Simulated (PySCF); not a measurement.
**From computed data to an observable: oscillator strength and radiative lifetime**

Al(H)(F)(Me) (CH4AlF), SMILES [F][AlH][CH3].

The structure is a stationary point at PBE-D3(BJ)/def2-TZVP.

TDA-B3LYP/def2-SVPD run with PySCF puts the first singlet state with f over 0.02 at 7.02 eV (vertical), with the transition dipole (0.100, -0.635, 0.379) in atomic units.

**Question.** Find the oscillator strength, the wavelength and the radiative lifetime that this transition would have in vacuum if emission retraced absorption.

**Answer.** 
|μ|² = 0.5569 au, so |μ| = 1.90 D. ΔE = 7.02/27.211 = 0.2580 hartree. f = (2/3) ΔE |μ|² = 0.096 (the program prints 0.096).
λ = 1239.84/7.02 = 177 nm; ν = 56620 cm⁻¹.
Einstein's coefficient A = 0.6670 ν² f s⁻¹ (ν in cm⁻¹) = 2.0e8 s⁻¹, so τ = 1/A = 4.9 ns. This state is S2; the lower singlet has f = 0.002. The figure is the radiative limit of this one transition; relaxation, internal conversion, crossing to triplets and a medium change what is measured.
